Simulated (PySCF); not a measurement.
## A PySCF run on CuCl

State: ¹Σ⁺ (singlet), closed shell.

An equivalent input (the run itself took its basis sets from the Basis Set Exchange, started from a PBE0 density and held the occupation σ 11α 11β, πx 5α 5β, πy 5α 5β, δx 1α 1β, δy 1α 1β):

```python
from pyscf import gto, dft
mol = gto.M(atom='Cu 0 0 0; Cl 0 0 2.083', basis={'Cu': 'def2-TZVPPD', 'Cl': 'def2-TZVPPD'},
            charge=0, spin=0, verbose=4, symmetry='C2v')
mf = dft.UKS(mol, xc='PBE_R,PBE')
mf.grids.atom_grid = (80, 434)
mf.grids.prune = dft.gen_grid.treutler_prune
mf.irrep_nelec = {'A1': (12, 12), 'A2': (1, 1), 'B1': (5, 5), 'B2': (5, 5)}
mf.conv_tol = 1e-9
mf.max_cycle = 60
mf.diis_space = 10
mf.kernel()
```

The log (some set-up lines and the per-cycle HOMO/LUMO lines removed):

```
******** <class 'pyscf.dft.uks_symm.SymAdaptedUKS'> ********
method = SymAdaptedUKS
damping factor = 0
level_shift factor = 0
DIIS = <class 'pyscf.scf.diis.CDIIS'>
diis_start_cycle = 1
diis_space = 10
diis_damp = 0
SCF conv_tol = 1e-09
SCF conv_tol_grad = None
SCF max_cycles = 60
number electrons alpha = 23  beta = 23
Set gradient conv threshold to 3.16228e-05
init E= -2100.58744241885
cycle= 1 E= -2100.57400927696  delta_E= 0.0134  |g|=  0.3  |ddm|= 0.307
cycle= 2 E= -2100.41995164639  delta_E= 0.154  |g|= 1.03  |ddm|= 0.449
cycle= 3 E= -2100.58907869923  delta_E= -0.169  |g|= 0.094  |ddm|= 0.277
cycle= 4 E= -2100.59090283706  delta_E= -0.00182  |g|= 0.0319  |ddm|= 0.0901
cycle= 5 E= -2100.59138227776  delta_E= -0.000479  |g|= 0.00695  |ddm|= 0.0403
cycle= 6 E= -2100.59139441553  delta_E= -1.21e-05  |g|= 0.00114  |ddm|= 0.00571
cycle= 7 E= -2100.59139497136  delta_E= -5.56e-07  |g|= 0.000273  |ddm|= 0.000856
cycle= 8 E= -2100.59139499927  delta_E= -2.79e-08  |g|= 5.69e-05  |ddm|= 0.000286
cycle= 9 E= -2100.59139499985  delta_E= -5.83e-10  |g|= 5.14e-06  |ddm|= 2.18e-05
Extra cycle  E= -2100.59139499978  delta_E= 6.82e-11  |g|= 2.04e-05  |ddm|= 1.13e-05
converged SCF energy = -2100.59139499978  <S^2> = -2.8421709e-14  2S+1 = 1
```

Repeating this along the bond gives Re = 2.082 Å and ωe = 393 cm⁻¹.

A point of this curve took 1.6 CPU seconds beside 1.1 for the integrals, on Arm Neoverse V1 (shared host).
